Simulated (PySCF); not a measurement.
CH₄O₄, SMILES OC(O)(O)O.

Geometry: B3LYP-D3(BJ)/def2-SVP. Other conformers were not sampled.

Two levels are set side by side: PBE/def2-TZVP (PySCF) and M06-2X/def2-TZVP (PySCF). Same geometry, gas phase. Differences are taken from unrounded values.

```
quantity                     M06-2X    PBE  PBE minus M06-2X
---------------------------  ------  -----  ----------------
orbital gap (eV)              12.12   6.92             -5.20
highest occupied level (eV)  -10.70  -6.94              3.76
lowest empty level (eV)        1.42  -0.02             -1.44
mean polarisability (bohr³)    29.7   31.6               1.9
```

PBE's occupied levels lie high since its potential decays too fast outside the molecule; exact exchange lowers them and widens the gap. PBE's more diffuse valence density responds more strongly to a field. Differences between two approximate levels are no errors against the true value.

Rough cost on one machine, each run with all the roots and properties that it gave: M06-2X against PBE about 4 times.
